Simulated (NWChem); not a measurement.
Program: NWChem. System: H5OSi2, charge 0, spin multiplicity 2, at a geometry optimised with UPBE0/def2-SVP. The structure started from a generated list of species. Its SCF solution wasn't tested for a lower state. Level: UMP2/def2-SVPD, 11 core orbitals frozen.

Part of the output:

```
             Northwest Computational Chemistry Package (NWChem) 7.3.0
             --------------------------------------------------------

                                NWChem Input Module
                                -------------------

 Scaling coordinates for geometry "geometry" by  1.889725989
 (inverse scale =  0.529177249)

                             Geometry "geometry" -> ""
                             -------------------------

 Output coordinates in angstroms (scale by  1.889725989 to convert to a.u.)

  No.       Tag          Charge          X              Y              Z
 ---- ---------------- ---------- -------------- -------------- --------------
    1 Si                  14.0000     1.48539100    -0.45073200     0.55222100
    2 O                    8.0000     0.11787600    -0.07599900    -0.30764400
    3 Si                  14.0000    -1.46390100     0.42090100    -0.33945200
    4 H                    1.0000     2.26984900    -1.46626000    -0.21979400
    5 H                    1.0000     2.31344000     0.78293100     0.76397900
    6 H                    1.0000    -1.52883500     1.90575900    -0.47996400
    7 H                    1.0000    -2.14132700    -0.21586200    -1.50394200
    8 H                    1.0000    -2.15699500     0.01905600     0.92210400

 Effective nuclear repulsion energy (a.u.)     147.6971260283

            Nuclear Dipole moment (a.u.)
            ----------------------------
        X                 Y               Z
 ---------------- ---------------- ----------------
    -0.0000000000    -0.0000037795    -0.0000056692


 Summary of "ao basis" -> "" (spherical)
 ------------------------------------------------------------------------------
       Tag                 Description            Shells   Functions and Types
 ---------------- ------------------------------  ------  ---------------------
 *                         def2-svpd                  on all atoms

 Summary of "ao basis" -> "ao basis" (spherical)
 ------------------------------------------------------------------------------
       Tag                 Description            Shells   Functions and Types
 ---------------- ------------------------------  ------  ---------------------
 Si                        def2-svpd                10       24   5s3p2d
 O                         def2-svpd                 9       23   4s3p2d
 H                         def2-svpd                 4        8   2s2p

                                 NWChem SCF Module
                                 -----------------

  ao basis        = "ao basis"
  functions       =   111
  atoms           =     8
  alpha electrons =    21
  beta  electrons =    20
  charge          =   0.00
  wavefunction    = UHF
  use symmetry    = F
  symmetry adapt  = F

 Summary of "ao basis" -> "ao basis" (spherical)
 ------------------------------------------------------------------------------
       Tag                 Description            Shells   Functions and Types
 ---------------- ------------------------------  ------  ---------------------
 Si                        def2-svpd                10       24   5s3p2d
 O                         def2-svpd                 9       23   4s3p2d
 H                         def2-svpd                 4        8   2s2p

 Forming initial guess at       0.0s

 Starting SCF solution at       0.0s

 ----------------------------------------------
         Quadratically convergent UHF

 Convergence threshold     :          1.000E-07
 Maximum no. of iterations :          100
 Integral*density screening:          1.000E-09
 ----------------------------------------------

              iter       energy          gnorm     gmax       time
             ----- ------------------- --------- --------- --------
                 1     -655.4173725515  4.21D-01  4.56D-02      1.4
                 2     -655.4387406466  2.72D-02  7.15D-03      2.0
                 3     -655.4389969588  4.54D-04  8.43D-05      3.0
                 4     -655.4389970477  1.45D-07  2.20D-08      4.7
                 5     -655.4389970477  4.63D-09  9.10D-10      5.6

       Final UHF  results
       ------------------

         Total SCF energy =   -655.438997047722
[...]
    1 Si  14    13.24   2.00  1.99  0.94  0.02  0.03  5.94  1.07  0.94  0.25  0.06
    2 O    8     9.08   1.99  1.03  0.77  0.09  2.89  2.17  0.11  0.00  0.03
    3 Si  14    13.07   2.00  1.99  0.90 -0.14  0.05  5.94  1.12  0.83  0.30  0.07
    4 H    1     1.11   0.73  0.36  0.01  0.00
    5 H    1     1.13   0.73  0.38  0.01 -0.00
    6 H    1     1.12   0.75  0.36  0.01  0.00
    7 H    1     1.11   0.75  0.35  0.01  0.00
    8 H    1     1.14   0.75  0.38  0.01  0.00

  Mulliken analysis of the alpha density
  --------------------------------------

    Atom       Charge   Shell Charges
 -----------   ------   -------------------------------------------------------
    1 Si  14     7.12   1.00  1.00  0.52  0.11 -0.01  2.97  0.66  0.69  0.13  0.04
    2 O    8     4.55   1.00  0.52  0.38  0.05  1.47  1.08  0.04  0.00  0.01
    3 Si  14     6.53   1.00  0.99  0.45 -0.07  0.02  2.97  0.56  0.41  0.15  0.03
    4 H    1     0.56   0.38  0.17  0.01 -0.00
    5 H    1     0.56   0.38  0.18  0.01 -0.01
    6 H    1     0.56   0.37  0.18  0.01  0.00
    7 H    1     0.55   0.37  0.17  0.01  0.00
    8 H    1     0.57   0.37  0.19  0.01  0.00

   Mulliken analysis of the beta density
   -------------------------------------

    Atom       Charge   Shell Charges
 -----------   ------   -------------------------------------------------------
    1 Si  14     6.13   1.00  0.99  0.41 -0.08  0.04  2.97  0.41  0.25  0.12  0.02
    2 O    8     4.53   1.00  0.51  0.38  0.05  1.42  1.09  0.06  0.00  0.02
    3 Si  14     6.54   1.00  0.99  0.45 -0.07  0.02  2.97  0.56  0.42  0.15  0.04
    4 H    1     0.55   0.35  0.19  0.01  0.01
    5 H    1     0.56   0.35  0.20  0.01  0.01
    6 H    1     0.56   0.37  0.18  0.01  0.00
    7 H    1     0.55   0.37  0.17  0.01  0.00
    8 H    1     0.57   0.37  0.19  0.01  0.00

   Mulliken analysis of the spin density
   -------------------------------------

    Atom       Charge   Shell Charges
 -----------   ------   -------------------------------------------------------
    1 Si  14     0.99   0.00  0.00  0.11  0.19 -0.04  0.00  0.26  0.43  0.01  0.02
    2 O    8     0.02   0.00  0.01 -0.00 -0.00  0.05 -0.01 -0.02  0.00 -0.00
    3 Si  14    -0.02  -0.00 -0.00 -0.00  0.00  0.00 -0.00 -0.00 -0.01  0.00 -0.01
    4 H    1     0.00   0.03 -0.01  0.00 -0.01
    5 H    1     0.00   0.03 -0.01  0.00 -0.01
    6 H    1    -0.00  -0.00 -0.00  0.00  0.00
    7 H    1    -0.00  -0.00 -0.00  0.00  0.00
    8 H    1     0.00  -0.00  0.00 -0.00  0.00

       Multipole analysis of the density wrt the origin
       ------------------------------------------------

     L   x y z        total         alpha         beta         nuclear
     -   - - -        -----         -----         ----         -------
     0   0 0 0     -0.000000    -21.000000    -20.000000     41.000000

     1   1 0 0     -0.074824     -1.319939      1.245115     -0.000000
     1   0 1 0      0.029216      0.658935     -0.629716     -0.000004
     1   0 0 1      0.130030     -0.982599      1.112634     -0.000006

     2   2 0 0    -25.777445   -165.583878   -156.885154    296.691587
     2   1 1 0     -0.267558     40.831379     37.751753    -78.850690
     2   1 0 1      0.320299    -40.462032    -35.582339     76.364669
     2   0 2 0    -26.619248    -36.198960    -32.603203     42.182915
     2   0 1 1     -0.069918     10.401512      7.205081    -17.676512
     2   0 0 2    -26.893830    -36.028372    -28.769001     37.903542

                   NWChem MP2 Semi-direct Energy/Gradient Module
                   ---------------------------------------------

  Basis functions       =    111
  Molecular orbitals    =    111
  Frozen core           =     11
  Frozen virtuals       =      0
  Active alpha occupied =     10
  Active beta occupied  =      9
  Active alpha virtual  =     90
  Active beta virtual   =     91
  Use MO symmetry       = F
  Use skeleton AO sym   = F

  AO/Fock/Back tols     =   1.0D-09  1.0D-09  1.0D-09

 GA uses MA = F    GA memory limited = T

 Available:
  local mem=  1.26D+08
 global mem=  1.44D+08
 local disk=  0.00D+00
  mp2_memr nvloc                    90
  nvloc new                    90
   1 passes of  10:        3145728                      48084                  18515781.
   1 passes of  10: M    126152792           G      144154558           F     123007064.

 Semi-direct pass number   1 of   1  for UHF alpha       at        5.6s
  vrange nnbf                  6044
  mp2_eaftype                    70  avail_ma_in_mb                  1099
 EAF : mp2_eaftype filesize          70    9257891.
  mp2_eaf for mointskh                     70
Node 0 wrote     43.5 Mb in      0.1 s     Agg I/O rate:   712.6 Mb/s
 Done moints_semi at        7.8s
  mp2_eaftype                    70  avail_ma_in_mb                  1029
 EAF : mp2_eaftype filesize          70    9257891.
  mp2_eaf for kh                    70
 Done maket at        7.9s
 Done multipass loop at        7.9s

 GA uses MA = F    GA memory limited = T

 Available:
  local mem=  1.26D+08
 global mem=  1.44D+08
 local disk=  0.00D+00
  mp2_memr nvloc                    91
  nvloc new                    91
   1 passes of   9:        3145728                      46019                  16851264.
   1 passes of   9: M    126152792           G      144154558           F     123007064.

 Semi-direct pass number   1 of   1  for UHF beta        at        8.0s
  vrange nnbf                  6044
  mp2_eaftype                    64  avail_ma_in_mb                  1099
 EAF : mp2_eaftype filesize          64    8425632.
  mp2_eaf for mointskh                     64
Node 0 wrote     39.6 Mb in      0.0 s     Agg I/O rate:  1318.4 Mb/s
 Done moints_semi at       10.0s
  mp2_eaftype                    64  avail_ma_in_mb                  1035
 EAF : mp2_eaftype filesize          64    8425632.
  mp2_eaf for kh                    64
 Done maket at       10.1s
 Done multipass loop at       10.1s

          -------------------------------------------
          SCF energy                -655.438997047722
          Correlation energy          -0.385314576374
          Singlet pairs                0.000000000000
          Triplet pairs                0.000000000000
          Total MP2 energy          -655.824311624096
          -------------------------------------------

          ---------------------------------------------------
                    Spin Component Scaled (SCS) MP2
          Same spin pairs                     -0.081436639556
          Same spin scaling factor             0.333333333333
          Opposite spin pairs                 -0.303877936819
          Opposite spin scaling fact.          1.200000000000
          SCS-MP2 correlation energy          -0.391799070701
          Total SCS-MP2 energy              -655.830796118423
          ---------------------------------------------------

 -----------------------
 Performance information
 -----------------------

 Timer overhead =  1.04D-07 seconds/call

               Nr. of calls         CPU time (s)                 Wall time (s)                GFlops
             ---------------    -------------------     ------------------------------   -------------------
Name         Min   Avg   Max    Min     Avg     Max     Min     Avg     Max   Mx/calls   Min     Max     Sum
mp2: moin     2     2     2    4.2     4.2     4.2      4.2     4.2     4.2     2.1      0.0     0.0     0.0
mp2: make     2     2     2   0.25    0.25    0.25     0.25    0.25    0.25    0.13      0.0     0.0     0.0
mp2: tota     1     1     1    4.5     4.5     4.5      4.5     4.5     4.5     4.5      0.0     0.0     0.0

 The average no. of pstat calls per process was 5.00D+00
 with a timing overhead of 5.20D-07s

 Task  times  cpu:       10.1s     wall:       10.1s

 Total times  cpu:       10.1s     wall:       10.1s
```

Task: Write an NWChem input that would produce this output.

Result: Several could match; the one computed here: 
```
start mol
memory heap 200 mb stack 900 mb global 1100 mb
geometry units angstroms nocenter noautoz noautosym
  Si     1.485391    -0.450732     0.552221
  O      0.117876    -0.075999    -0.307644
  Si    -1.463901     0.420901    -0.339452
  H      2.269849    -1.466260    -0.219794
  H      2.313440     0.782931     0.763979
  H     -1.528835     1.905759    -0.479964
  H     -2.141327    -0.215862    -1.503942
  H     -2.156995     0.019056     0.922104
end
basis spherical
  * library def2-svpd
end
scf
  uhf
  nopen 1
  maxiter 100
  thresh 1e-7
  semidirect memsize 60000000 filesize 0
  # guess.movecs holds the orbitals of an unrestricted PBE0 run
  vectors input guess.movecs output mol.movecs
end
mp2
  freeze core 11
end
task mp2 energy
```
